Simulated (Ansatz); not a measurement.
A run for Ansatz (a program for electronic structure): R-CCSD(T)/cc-pVTZ on C3H6O (SMILES C=COC), a point of a torsion scan.

Ansatz 0.2 input:
```yaml
crystal:
  periodic: [false, false, false]
  atoms:
    - {symbol: C, position_ang: [1.73695119, 0.12716412, 0.05984022]}
    - {symbol: C, position_ang: [0.62673451, -0.58977998, 0.01873306]}
    - {symbol: O, position_ang: [-0.53586607, -0.10718211, -0.49595992]}
    - {symbol: C, position_ang: [-1.48342589, -1.07614365, -0.87115974]}
    - {symbol: H, position_ang: [1.76564259, 1.12948590, -0.32633855]}
    - {symbol: H, position_ang: [2.62852067, -0.26396590, 0.51088741]}
    - {symbol: H, position_ang: [0.58522458, -1.60688827, 0.39971831]}
    - {symbol: H, position_ang: [-2.38833781, -0.53549527, -1.14298294]}
    - {symbol: H, position_ang: [-1.70446249, -1.76211260, -0.04528730]}
    - {symbol: H, position_ang: [-1.13695797, -1.65768221, -1.73271588]}
basis:
  gaussian:
    orbitals: cc-pVTZ
magnetization: {spin_polarized: false}
correlation: {method: ccsd_t, electrons: outside_noble_gas}
scf: {lower_state_search: off}
```

It printed:

```
WARN ansatz: RAYON_NUM_THREADS=2 ignored (pool sized by the plan → 2); use --threads N
Functional definition: HF
these checks for a lower state are left out or cut short: stability, starts, cluster_reference, orbital_swaps, neighbouring_geometries, increment
integrals: 0.86 GiB planned
1167 factors; integrals over basis functions are off by at most 8.9e-4 eV
mean field: 0.54 GiB planned
mean field evaluation 1: about -5221.7664 eV, gradient 3.1e1 eV
mean field evaluation 2: about -5221.7711 eV, gradient 3.1e1 eV
mean field evaluation 4: about -5224.2443 eV, gradient 3.8e0 eV
mean field evaluation 8: about -5224.2843 eV, gradient 4.7e-4 eV
mean field -5224.28429192 eV, -191.9889065808 hartree, gradient 3.4e-6 eV, S^2 0.000000; 0 other end points of the search recorded, 0 dependent functions left out
4 core orbitals not correlated
reference -5224.28429192 eV, -191.9889065808 hartree; 12, 12 occupied and 188, 188 virtual orbitals, 1167 factors
second order -20.09568312 eV of doubles, -0.00000000 eV of singles
coupled cluster: 2.74 GiB planned
cycle   1  -20.36532533 eV  change   -2.7e-1 eV  update   9.5e-2
cycle   2  -20.86211887 eV  change   -5.0e-1 eV  update   2.9e-2
cycle   3  -20.97981918 eV  change   -1.2e-1 eV  update   1.5e-2
cycle   4  -20.97200105 eV  change    7.8e-3 eV  update   3.9e-3
cycle   5  -20.97135534 eV  change    6.5e-4 eV  update   1.8e-3
cycle   6  -20.97213716 eV  change   -7.8e-4 eV  update   4.8e-4
cycle   7  -20.97188522 eV  change    2.5e-4 eV  update   2.2e-4
cycle   8  -20.97183057 eV  change    5.5e-5 eV  update   8.3e-5
cycle   9  -20.97184712 eV  change   -1.7e-5 eV  update   3.4e-5
cycle  10  -20.97183760 eV  change    9.5e-6 eV  update   1.1e-5
perturbative correction -0.86141187 eV, -0.0316563024 hartree
Total energy: -5246.11754138 eV, -192.7912636997 hartree
Checks for a lower state left out: stability, starts, cluster_reference, orbital_swaps, neighbouring_geometries, increment
```

The calculation finished and met its thresholds.

Cost: about 110 core-seconds (a rough figure).
